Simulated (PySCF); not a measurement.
Compound: C₆H₁₁B.
Cartesian coordinates in Å at the PBE0-D3(BJ)/def2-SVP level; atoms count from 1:
```
atom  x, y, z in Å
C1    -1.5654    0.8838   -0.5101
B2    -0.8325   -0.3531    0.1287
C3    -1.6674   -1.5297    0.7518
C4     0.7305   -0.4396    0.1527
C5     1.5065    0.1118   -1.0209
C6     2.8104    0.3516   -0.3338
C7     1.5222    0.8447    0.2390
H8    -2.4706    0.5871   -1.0644
H9    -0.9467    1.5345   -1.1452
H10   -1.9318    1.5011    0.3331
H11   -2.7172   -1.2856    0.9733
H12   -1.6794   -2.3342   -0.0101
H13   -1.1949   -1.9733    1.6426
H14    1.1856   -1.3108    0.6534
H15    1.1584    0.4005   -2.0114
H16    3.3249   -0.4918    0.1510
H17    3.4802    1.0979   -0.7772
H18    1.1899    1.8523    0.4831
```

The closed-shell ground state was solved at several levels (PySCF, density fitting, gas phase, non-relativistic).

| level | basis functions | total energy (Eh) | HOMO (eV) | LUMO (eV) | gap (eV) | dipole (D) |
| --- | --- | --- | --- | --- | --- | --- |
| B3LYP/pcJ-1 | 299 | -260.0680 | -6.93 | -0.64 | 6.29 | 0.72 |
| wB97X-D/def2-SVPD | 228 | -259.7877 | -9.02 | 1.44 | 10.46 | 0.66 |

Problem. What might PBE0/pcSseg-1 (174 basis functions) give for the same quantities?

Solution. Total energy -259.6882 Eh, HOMO -7.15 eV, LUMO -0.46 eV, gap 6.69 eV, dipole 0.74 D.

Problem. Over all these levels, which gives the widest orbital gap and which the narrowest?

Solution. wB97X-D/def2-SVPD (range-separated hybrid) has the widest, 10.46 eV, and B3LYP/pcJ-1 (global hybrid, 20 % exact exchange) the narrowest, 6.29 eV. Functional and basis both differ between the two, so the spread mixes both effects.

Problem. How far do the dipole and the HOMO energy spread over the levels?

Solution. The dipole runs from 0.66 to 0.74 D (mean 0.70 D) and the HOMO from -9.02 to -6.93 eV.

One conformer stands for the species.

The pairwise dispersion term of wB97X-D wasn't added to the energies; at a given geometry it leaves orbitals and properties as they are.
